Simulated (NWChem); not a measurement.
**Correlation energy of silicon dioxide molecule (O2Si)**

```xyz
3

O      0.0000     0.0000    -1.5184
Si     0.0000     0.0000     0.0000
O      0.0000     0.0000     1.5184
```
Charge 0, spin multiplicity 1.

The numbers come from NWChem runs, not from measurements. All single points use one geometry, from PBE0/def2-SVP, a minimum by its harmonic frequencies.

Basis set: def2-TZVP. Each correlation energy counts from its own Hartree-Fock reference.

The correlated methods keep 7 core orbitals frozen. Coupled-cluster values serve here as a point of comparison, not as the truth.

```csv
method,correlation energy (mHa)
MP2,-586.3
SCS-MP2,___
CR-CCSD[T],___
CR-CCSD(T),-596.0
CCSD,___
CCSD+T(CCSD),-606.1
CCSD(T),-602.9
```

Q: Fill in the missing entries.

A: 
- SCS-MP2, correlation energy (mHa): -568.8
- CR-CCSD[T], correlation energy (mHa): -598.4
- CCSD, correlation energy (mHa): -573.7
